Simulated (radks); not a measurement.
Results of a calculation; reference values are marked as such.
Q: Nd+, 59 electrons, occupied as [Xe] 4f4 6p1 (not the ground configuration). Level of theory: Dirac Kohn-Sham, PBE, spin-unpolarised, spherical densities, point nucleus; open shells fill j = l - 1/2 first (a radial shooting solver on a logarithmic mesh with Libxc functionals).

Spin-orbit splittings of the eigenvalues, e(l+1/2) - e(l-1/2), with zeta = 2 splitting/(2l+1) and mean radii in bohr:

| shell | occ. | splitting (eV) | zeta (eV) | <r> j=l-1/2 | <r> j=l+1/2 |
|---|---|---|---|---|---|
| 2p | 6 | 520.1 | 346.7 | 0.08422 | 0.09063 |
| 3p | 6 | 103.8 | 69.22 | 0.2556 | 0.2681 |
| 3d | 10 | 22.44 | 8.977 | 0.2394 | 0.2433 |
| 4p | 6 | 22.49 | 15.00 | 0.6239 | 0.6521 |
| 4d | 10 | 3.972 | 1.589 | 0.7016 | 0.7118 |
| 4f | 4 | ? | ? | 1.094 | 1.113 |
| 5p | 6 | 3.034 | 2.023 | 1.661 | 1.749 |
| 6p | 1 | 0.2895 | 0.1930 | 4.910 | 5.108 |

Estimate the 4f splitting.

A: 0.4042 eV (zeta = 0.1155 eV).
